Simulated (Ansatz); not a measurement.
Energy needed to pull apart BHS₂O (SMILES SB1OS1), closed shell, into free ground-state atoms, from the structure below (displaced at random from a GFN2-xTB minimum); no zero-point or spin–orbit terms; open-shell atoms are treated unrestricted, in their ground-state multiplicity.

```xyz
5
angstrom
S -0.2280 1.1894 -0.9229
B 0.3195 -0.2509 -0.0181
O 1.2004 -1.2079 -0.1146
S -0.0326 -1.3392 1.3611
H -1.2063 1.4841 -0.3383
```

Program: Ansatz 0.2.0. Basis: def2-TZVPP. Cores are frozen in the correlated methods.

```csv
method,atomization energy (kcal/mol)
PBE-D4,432.7
r2SCAN-D4,417.6
PBE0-D4,412.5
HSE06-D4,?
BHLYP-D4,381.2
wB97M-V,414.5
HF,251.5
MP2,413.1
CCSD,?
CCSD(T),392.3
```

Problem. What does HSE06-D4 give? (Judge from chemistry; the value comes from the calculation.)

Solution. By the calculation: 413.2 kcal/mol, which is about 20.9 kcal/mol more than CCSD(T)/def2-TZVPP.

Problem. What does CCSD give? (An estimate is asked for; the value comes from the calculation.)

Solution. The calculation gives: 377.6 kcal/mol, which is about 14.7 kcal/mol less than CCSD(T)/def2-TZVPP.

In triple zeta the MP2 and coupled-cluster atomization energies are still short of their basis limit by a few kcal/mol a bond, whereas those of the functionals are nearly converged, so these differences are not deviations from converged CCSD(T).

The T1 diagnostic stays at or below 0.017. The restricted Hartree–Fock reference is unstable towards an unrestricted one here.

For scale, one of the runs: CCSD(T)/def2-TZVPP forces, 160 basis functions (an equivalent command: `ansatz run in.yaml --threads 4`). Time: 84 s of wall clock on 4 CPU threads; the host was shared. Peak host memory: 2.1 GiB.
